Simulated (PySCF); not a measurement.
C4H9O2Si (doublet state).
Structure used (GFN2-xTB), in Å, numbered top down from 1:
```
atom  x, y, z in Å
C1     2.8456   -0.0105    0.2793
C2     1.3715   -0.0426   -0.0287
O3     0.9061   -0.1009   -1.1361
O4     0.6281    0.0176    1.0647
Si5   -1.0629    0.0361    1.0738
C6    -1.7114   -1.5805    0.3093
C7    -1.6741    1.6060    0.1890
H8     3.0535   -0.6062    1.1637
H9     3.1306    1.0197    0.4859
H10    3.4123   -0.3732   -0.5730
H11   -1.4015   -1.6400   -0.7337
H12   -2.7952   -1.6262    0.3437
H13   -1.3225   -2.4564    0.8222
H14   -2.7585    1.6514    0.1741
H15   -1.3209    1.6020   -0.8419
H16   -1.3081    2.5126    0.6637
```

The hyperfine couplings belong to this conformer and change with its torsions.

Identity: `CC(=O)O[Si](C)C` [radical].

Level of theory: PySCF 2.14.0, UKS B3LYP, pcH-1 on C H O Si, non-relativistic, mean-field spin-orbit, GIAO. Geometry: GFN2-xTB, one conformer, isolated molecule. A GFN2-xTB geometry isn't a minimum of the functional, and hyperfine couplings can be far from their values at a DFT geometry, by a factor of two or more for some ions and for spin on atoms past the first row. The SCF solution wasn't tested for stability.

Question: Give the principal g shifts and their parts.

Answer: 
| Δg (ppm) | 1 | 2 | 3 |
| --- | --- | --- | --- |
| relativistic mass correction | -155 | -155 | -155 |
| gauge correction | 83 | 11 | 100 |
| orbital Zeeman/spin–orbit | -1189 | -91 | 1880 |
| total | -1261 | -235 | 1825 |

So g = 2.00106, 2.00208, 2.00414 and g_iso = 2.00243; the tensor is rhombic: the two nearest values differ by 33 % of g3 − g1. Axes: g3 points within 11° of the O4–Si5 bond.

Question: Average each term over the three axes. Which is largest in size?

Answer: The orbital-Zeeman/spin–orbit term 200, the mass correction -155 and the gauge correction 65 ppm, for a total of 109 ppm. The orbital-Zeeman/spin–orbit term is the largest in size. The mass correction is the same along every axis, so the anisotropy comes from the other two: their spans along these axes are 89 (gauge) and 3068 ppm (orbital Zeeman/spin–orbit).

Question: What are the electron Larmor frequencies g μB B/h along the three axes at 350 mT?

Answer: 9.8026, 9.8076, 9.8177 GHz for g1, g2 and g3, a range of 15.1 MHz.

Question: In a frozen sample, at which fields do the three g values resonate at 9.5, 34, 94 and 263 GHz (hyperfine left aside), and which band first spreads them over more than twice a line width of 0.5 mT?

Answer: 
```tsv
band	GHz	B(g3) mT	B(g2) mT	B(g1) mT	spread mT
X	9.5	338.68	339.02	339.20	0.52
Q	34.0	1212.10	1213.35	1213.97	1.87
W	94.0	3351.10	3354.55	3356.27	5.17
J	263.0	9375.95	9385.60	9390.41	14.46
```

The spread grows in proportion to the frequency. Q band is the first where it exceeds 1.0 mT.

The largest Mulliken spin population is on Si5 (+0.90). The angles at Si5 add up to 332.2°, so it is pyramidal.

The HOMO–LUMO gaps are 5.41 eV among the α and 5.40 eV among the β orbitals.

On one thread, Arm Neoverse V1 (aarch64), no GPU, shared host with 32 logical CPUs at a one-minute load of 36, this took 90 s (grids of density and orbitals included) and 1.0 GiB of memory at its peak.
